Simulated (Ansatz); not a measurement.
Saddle point of BSiH5Cl2O, singlet (BHCl₂O ([OH][B]([Cl])[Cl]) + SiH₄ → BSiH₃Cl₂ ([SiH3][B]([Cl])[Cl]) + H₂O (still joined by a long B–O bond); bonds formed: B1–Si6, O2–H5; bonds broken: H5–Si6; bonds weakened to dative contacts: B1–O2), PBE0-D4/def2-TZVP structure:

```tsv
atom	x (Å)	y (Å)	z (Å)
B1	-0.6658	0.6298	-0.1722
O2	0.3929	1.7425	-0.3435
Cl3	-1.6138	0.3814	-1.6662
Cl4	-1.5714	0.8350	1.3753
H5	0.7637	0.5930	-0.1081
Si6	0.4633	-1.2697	0.0672
H7	0.4145	2.2742	0.4642
H8	1.3519	-1.3718	1.2585
H9	-0.7370	-2.1109	0.2721
H10	1.2016	-1.7035	-1.1471
```

Energies are electronic, without zero-point energy. Barriers and step energies count from the start structure reached by relaxing down the imaginary mode; all methods use the PBE0-D4 structures, on which another method's saddle can fall below an end. Ansatz 0.2.0; basis: def2-TZVPP, with def2-QZVPP for the basis limit; cores frozen in the correlated methods. B3LYP uses VWN-RPA correlation. Extrapolation: Hartree–Fock as exp(−7.88 √X), correlation as X^−2.97.

```json
{"method": "SPW92", "barrier (kJ/mol)": "159.8", "step energy (kJ/mol)": "76.5"}
{"method": "PBE-D4", "barrier (kJ/mol)": "194.8", "step energy (kJ/mol)": "100.7"}
{"method": "BLYP-D4", "barrier (kJ/mol)": "230.6", "step energy (kJ/mol)": "123.0"}
{"method": "r2SCAN-D4", "barrier (kJ/mol)": "217.4", "step energy (kJ/mol)": "113.1"}
{"method": "B97M-V", "barrier (kJ/mol)": "237.4", "step energy (kJ/mol)": "122.8"}
{"method": "PBE0-D4", "barrier (kJ/mol)": "214.4", "step energy (kJ/mol)": "102.1"}
{"method": "B3LYP-D4", "barrier (kJ/mol)": "?", "step energy (kJ/mol)": "122.8"}
{"method": "r2SCAN0-D4", "barrier (kJ/mol)": "229.9", "step energy (kJ/mol)": "111.7"}
{"method": "BHLYP-D4", "barrier (kJ/mol)": "268.8", "step energy (kJ/mol)": "125.8"}
{"method": "CAM-B3LYP-D4", "barrier (kJ/mol)": "250.1", "step energy (kJ/mol)": "122.4"}
{"method": "wB97X-V", "barrier (kJ/mol)": "239.3", "step energy (kJ/mol)": "113.1"}
{"method": "wB97M-V", "barrier (kJ/mol)": "239.6", "step energy (kJ/mol)": "115.1"}
{"method": "B2PLYP", "barrier (kJ/mol)": "249.9", "step energy (kJ/mol)": "125.9"}
{"method": "PBE-QIDH", "barrier (kJ/mol)": "230.6", "step energy (kJ/mol)": "107.2"}
{"method": "RPA on PBE", "barrier (kJ/mol)": "?", "step energy (kJ/mol)": "122.7"}
{"method": "HF", "barrier (kJ/mol)": "341.1", "step energy (kJ/mol)": "160.4"}
{"method": "MP2", "barrier (kJ/mol)": "?", "step energy (kJ/mol)": "115.2"}
{"method": "CCSD", "barrier (kJ/mol)": "260.0", "step energy (kJ/mol)": "122.9"}
{"method": "CCSD(T)", "barrier (kJ/mol)": "244.8", "step energy (kJ/mol)": "117.4"}
```

Question: Fill in the withheld barriers. (An estimate is asked for; the value comes from the calculation.)

Answer: The calculation gives: MP2 234.8; RPA on PBE 246.0; B3LYP-D4 244.0 kJ/mol. Each is the energy of the saddle less that of the start structure, by the same method.

For comparison, the barrier by CCSD(T) at an estimated basis limit (MP2 extrapolated from triple and quadruple zeta, plus CCSD(T) − MP2 in triple zeta) is 239.1 kJ/mol.

No T1 diagnostic of these runs exceeds 0.012.

Labels in which every atom is bracketed show which atoms are joined, not bond orders.

For scale, one of the runs: CCSD(T)/def2-TZVPP, 258 basis functions, launched by `ansatz run in.yaml --threads 8 --pin off --events-out ev --progress --plain --max-ram 19148MiB`. Hardware: 8 CPU threads of an AMD EPYC 9R45, shared host. Wall time 26 s; peak host memory 5.6 GiB.
